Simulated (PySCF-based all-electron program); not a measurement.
**BBr, singlet: squeezing and stretching**

All-electron Kohn–Sham DFT on the free molecule, computed near the basis limit with an in-house program on PySCF integrals; Koelling–Harmon scalar relativity, no spin–orbit coupling, spin-restricted. Forces are good to about 0.002 eV/Å. A positive force pushes the atoms apart.

```tsv
r (Å)	PBE (eV/Å)
1.5104	16.907
1.6048	9.850
1.6992	5.226
1.888	0.245
2.0768	?
```

Task: Fill in the missing PBE forces.

Result: 2.0768 Å: -1.828 eV/Å.

Task: Fit a Morse curve to the forces within 0.84 to 1.25 of the listed length with the smallest force. Where does the force vanish, what is the force constant, and what harmonic wavenumber follows with standard atomic masses?

Result: PBE: 1.903 Å, 16 eV/Å², about 670 cm⁻¹. The points are far apart, so these are estimates.
